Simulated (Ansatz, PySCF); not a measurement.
H3O4Ta, SMILES [O]=[Ta]([OH])([OH])[OH], multiplicity 1. Atoms are numbered in the order given.

```xyz
8

Ta     0.0001     0.0001     0.0007
O      0.0000     0.0000    -1.7344
O      1.5757     0.9097     0.6086
H      2.3149     1.3365     0.1616
O      0.0000    -1.8193     0.6086
H     -0.0003    -2.6728     0.1615
O     -1.5756     0.9096     0.6086
H     -2.3149     1.3362     0.1615
```
Charge 0, spin multiplicity 1.

The structure is a stationary point at B3LYP-D3(BJ)/def2-SVP. The multiplicity is an assumed one; other spin states were not compared. The def2 effective core potentials stand for the cores of Ta; spin–orbit coupling is left out. Other conformers were not sampled.

Two levels are set side by side: PBE-D3(BJ)/def2-SVP (Ansatz, an electronic-structure program) and B3LYP-D3(BJ)/def2-SVP (Ansatz). Each level has its own optimised geometry; the coordinates shown are those of the second. Frequencies come from the Hessian of PySCF at each geometry. Differences are taken from unrounded values.

```csv
quantity,B3LYP-D3(BJ)
mean bond length (Å),1.483
bond Ta1–O2 (Å),1.735
bond Ta1–O3 (Å),1.918
bond Ta1–O5 (Å),1.918
bond Ta1–O7 (Å),1.918
bond O3–H4 (Å),0.964
bond O5–H6 (Å),0.964
bond O7–H8 (Å),0.964
highest harmonic wavenumber (cm⁻¹),3903
mean harmonic wavenumber (cm⁻¹),1014
zero-point energy (kcal/mol),26.08
```

Problem. What does PBE-D3(BJ) give, and how far is it from B3LYP-D3(BJ)? (An estimate is asked for; the answer gives what the named calculation found.)

Solution. 
| quantity | PBE-D3(BJ) | PBE-D3(BJ) minus B3LYP-D3(BJ) |
|---|---|---|
| mean bond length (Å) | 1.491 | 0.008 |
| bond Ta1–O2 (Å) | 1.743 | 0.008 |
| bond Ta1–O3 (Å) | 1.926 | 0.008 |
| bond Ta1–O5 (Å) | 1.926 | 0.008 |
| bond Ta1–O7 (Å) | 1.926 | 0.008 |
| bond O3–H4 (Å) | 0.972 | 0.008 |
| bond O5–H6 (Å) | 0.972 | 0.008 |
| bond O7–H8 (Å) | 0.972 | 0.008 |
| highest harmonic wavenumber (cm⁻¹) | 3795 | -108 |
| mean harmonic wavenumber (cm⁻¹) | 987 | -26 |
| zero-point energy (kcal/mol) | 25.40 | -0.68 |

GGA bonds tend to be longer and softer than those of functionals with exact exchange. Differences between two approximate levels are no errors against the true value.
